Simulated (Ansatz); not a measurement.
Consider the isomerisation: `O=[C](S)[GeH3]` → `C1[O][GeH2][S]1`.

Computed with Ansatz on PBE0-D4/def2-TZVP structures; ΔE is electronic, products minus reactants. CCSD(T)/CBS is the MP2 limit (def2-TZVPP, def2-QZVPP) plus CCSD(T) − MP2 in def2-TZVPP, frozen cores. For Ge outer-core shells are correlated without core-valence functions, which leaves a few kJ/mol of doubt a bond. Scalar relativity is left out up to krypton. One conformer a species, not always the lowest.

| species | CCSD(T)/def2-TZVPP energy (Eh) |
| --- | --- |
| `O=[C](S)[GeH3]` | -2588.88792 |
| `C1[O][GeH2][S]1` | -2588.91578 |

Question: Work out ΔE.

Answer: ΔE = (-2588.91578) − (-2588.88792) = -0.02786 Eh = -17.5 kcal/mol. CCSD(T)/CBS gives -18.4 kcal/mol.

Largest T1 diagnostic among the species: 0.016.

From PBE to PBE0 (25 % exact exchange), in def2-TZVPP and without D4, ΔE moves by −5.3 kcal/mol.
